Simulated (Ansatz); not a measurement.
Reaction (ligand exchange at a B–S bond): `C=C(N)SBO` + H₂S → `OBS` + `C=C(N)S`

Computed with Ansatz on PBE0-D4/def2-TZVP structures; ΔE is electronic, products minus reactants. CBS: MP2 limit from def2 TZ/QZ plus the TZ coupled-cluster correction, frozen cores. This one scheme is used for every species. Functionals use def2-TZVPP. One conformer a species, not always the lowest.

`C=C(N)SBO`:

Z-matrix (Å, degrees):
```
C
C 1 1.331
H 1 1.080 2 120.9
H 1 1.085 2 120.9 3 -179.4
N 2 1.404 1 124.3 3 172.7
S 2 1.771 1 120.9 3 -4.8
H 5 1.012 2 112.9 1 134.5
H 5 1.012 2 112.8 1 7.8
B 6 1.827 2 103.4 1 132.2
O 9 1.341 6 124.9 2 6.1
H 9 1.195 6 114.6 2 -174.2
H 10 0.976 9 111.4 6 5.4
```

H₂S:

```xyz
3

S    -0.166    0.551   -0.229
H     0.979    0.057    0.263
H    -0.813   -0.608   -0.034
```

`OBS`:

Z-matrix (Å, degrees):
```
B
S 1 1.813
O 1 1.351 2 121.4
H 1 1.193 2 120.6 3 -180.0
H 2 1.340 1 96.0 3 180.0
H 3 0.961 1 115.3 2 0.0
```

`C=C(N)S`:

Z-matrix (Å, degrees):
```
C
C 1 1.335
H 1 1.084 2 120.3
H 1 1.080 2 121.7 3 178.1
N 2 1.384 1 125.4 3 -8.3
S 2 1.770 1 124.1 3 176.6
H 5 1.008 2 115.2 1 139.0
H 5 1.008 2 114.5 1 5.4
H 6 1.340 2 95.9 1 -27.6
```

Q: Is it downhill or uphill in electronic energy at CCSD(T)/CBS, and by how much? (Estimate.)

A: Ansatz gave: Uphill: ΔE = +22.2 kJ/mol.

Q: What do these levels give: B2PLYP, PBE, CCSD/def2-TZVPP, SCS-MP2/def2-QZVPP, HF/CBS(def2), MP2/CBS(def2)? (Estimate.)

A: The calculation gave: B2PLYP 17.6, PBE 17.1, CCSD/def2-TZVPP 20.2, SCS-MP2/def2-QZVPP 19.8, HF/CBS(def2) 6.0, MP2/CBS(def2) 22.5 kJ/mol.

Largest T1 diagnostic among the species: 0.013.

The D4 term adds +7.1 kJ/mol with B3LYP and +4.1 kJ/mol with PBE0; it sums over pairs of atoms, weighted by their polarisabilities, and B3LYP, whose exchange is more repulsive, gets the larger term. In def2-TZVPP, CCSD(T) changes the Hartree–Fock value by +16.8 kJ/mol (the triples alone add +3.2 kJ/mol) and MP2 by +17.1 kJ/mol.

B3LYP here is the variant with VWN-RPA as its local correlation; programs differ in this.
